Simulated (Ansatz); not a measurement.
Harmonic frequencies (cm⁻¹) at PBE0-D4/def2-TZVP from Ansatz: 90, 103, 131, 179, 185, 214, 377, 438, 494, 513, 528, 597, 632, 644, 710, 725, 746, 773, 791, 821, 854, 932, 1001, 1103, 1126, 1264, 1438, 1443, 1461, 1926, 2229, 2261, 2542, 2548, 2630, 2640, 3049, 3128, 3151.

(1) Which molecule is it?
A. `[AlH2][SiH2][O][AlH][SiH3]`
B. `B[Si](B)(C)[SiH3]`
C. `O[SiH](S)[SiH2][SiH3]`
D. `[Cl][Al]1[CH2]C[SiH2]1`

Results:

(1) B.
